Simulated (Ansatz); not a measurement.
Reaction (redistribution): `NB(Cl)Cl` + `F[Si](F)(F)BCl` → `F[Si](F)(F)B(Cl)Cl` + `NBCl`

Isolated molecules relaxed with PBE0-D4/def2-TZVP in Ansatz; ΔE leaves out vibrations. CCSD(T)/CBS adds triple-zeta CCSD(T) − MP2 to the extrapolated MP2 energy (def2 sets, frozen cores). Functionals use def2-TZVPP. B3LYP here is the variant with VWN-RPA as its local correlation; programs differ in this. HSE06 is defined as in plane-wave codes. One conformer a species, not always the lowest.

```
             level  ΔE (kJ/mol)  difference from CCSD(T)/CBS
       LDA (SPW92)        -21.5                         -6.2
        r2SCANh-D4        -17.5                         -2.2
          HSE06-D4        -17.6                         -2.3
           ωB97M-V        -15.8                         -0.5
            B2PLYP        -16.3                         -1.0
            revPBE        -19.1                         -3.8
              BLYP        -19.0                         -3.7
             B3LYP        -16.3                         -1.0
           r2SCANh        -17.0                         -1.7
             BHLYP        -12.7                          2.6
      MP2/def2-SVP        -17.1                         -1.8
  CCSD(T)/def2-SVP        -16.9                         -1.6
SCS-MP2/def2-TZVPP        -14.6                          0.7
   CCSD/def2-TZVPP        -13.5                          1.8
     HF/def2-QZVPP         -7.3                          8.0
    CCSD/CBS(def2)        -13.3                          2.0
       CCSD(T)/CBS        -15.3                            0
```

Largest T1 diagnostic among the species: 0.013.

In def2-TZVPP, CCSD(T) changes the Hartree–Fock value by −8.3 kJ/mol (the triples alone add −2.1 kJ/mol) and MP2 by −9.0 kJ/mol. Leaving LDA and LC-ωPBE aside and taking each functional with its dispersion term where it has one, the values, not all of them listed here, spread over 7.0 kJ/mol, from BLYP-D4 to ωB97X-V. From PBE to PBE0 (25 % exact exchange), in def2-TZVPP and without D4, ΔE moves by +3.6 kJ/mol.
